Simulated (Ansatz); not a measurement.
3-silylprop-2-yn-1-amine (C3H7NSi), SMILES NCC#C[SiH3]. Atoms are numbered in the order given.

```xyz
12

N     -2.7507     0.9795     0.2264
C     -2.1222    -0.3038    -0.0231
C     -0.6558    -0.2996    -0.0459
C      0.5631    -0.2421    -0.0547
Si     2.3886    -0.1712    -0.0716
H     -2.4558     1.6509    -0.4803
H     -2.4300     1.3528     1.1180
H     -2.4618    -1.0250     0.7400
H     -2.4895    -0.7035    -0.9839
H      2.9047     0.0655     1.3092
H      2.9420    -1.4595    -0.5834
H      2.8474     0.9406    -0.9562
```
Charge 0, spin multiplicity 1.

Geometry optimised at PBE0-D3(BJ)/def2-SVP. One conformer was computed; it need not be the lowest.

Two levels are set side by side: PBE-D3(BJ)/def2-SVP (Ansatz, an electronic-structure program) and PBE0-D3(BJ)/def2-SVP (Ansatz). Each level has its own optimised geometry; the coordinates shown are those of the second. Differences are taken from unrounded values.

```tsv
quantity	PBE0-D3(BJ)
mean bond length (Å)	1.335
bond N1–C2 (Å)	1.451
bond C2–C3 (Å)	1.467
bond C3–C4 (Å)	1.220
bond C4–Si5 (Å)	1.827
bond N1–H6 (Å)	1.018
bond N1–H7 (Å)	1.018
bond C2–H8 (Å)	1.104
bond C2–H9 (Å)	1.104
bond Si5–H10 (Å)	1.493
bond Si5–H11 (Å)	1.493
bond Si5–H12 (Å)	1.493
```

### Question
What does PBE-D3(BJ) give, and how far is it from PBE0-D3(BJ)? (An estimate is asked for; the answer gives what the named calculation found.)

### Answer

| quantity | PBE-D3(BJ) | PBE-D3(BJ) minus PBE0-D3(BJ) |
|---|---|---|
| mean bond length (Å) | 1.345 | 0.010 |
| bond N1–C2 (Å) | 1.466 | 0.015 |
| bond C2–C3 (Å) | 1.469 | 0.003 |
| bond C3–C4 (Å) | 1.233 | 0.013 |
| bond C4–Si5 (Å) | 1.830 | 0.003 |
| bond N1–H6 (Å) | 1.029 | 0.011 |
| bond N1–H7 (Å) | 1.029 | 0.011 |
| bond C2–H8 (Å) | 1.113 | 0.009 |
| bond C2–H9 (Å) | 1.113 | 0.009 |
| bond Si5–H10 (Å) | 1.504 | 0.011 |
| bond Si5–H11 (Å) | 1.504 | 0.011 |
| bond Si5–H12 (Å) | 1.504 | 0.011 |

GGA bonds tend to be longer and softer than those of functionals with exact exchange. Differences between two approximate levels are no errors against the true value.
